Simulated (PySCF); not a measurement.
Computed with M06-2X/def2-TZVP // B3LYP-D3(BJ)/def2-TZVP (PySCF). Isolated molecules, 0 K electronic values unless said otherwise. Excitations are Tamm–Dancoff values on a coarser integration grid. The basis has no diffuse functions, so Rydberg states are missing or too high.

Reference species (SMILES): `[H]/N=C1\CO1` (neutral, multiplicity 1).

```
Quantity                Value
-------------------  --------
HOMO–LUMO gap        10.87 eV
S1–T1 gap (TDA)       0.61 eV
S1 excitation (TDA)   6.27 eV
HOMO                 -9.44 eV
```

After one change: the HOMO–LUMO gap decreases by 2.08 eV; the S1–T1 gap (TDA) falls by 0.43 eV; the S1 excitation (TDA) drops by 0.37 eV; the HOMO rises by 2.00 eV.

### Question
What was changed between the two runs? The new species is one of these.
(A) `NC=C=O`
(B) `N=C=CO`
(C) `NC#CO`

### Answer
C, `NC#CO`
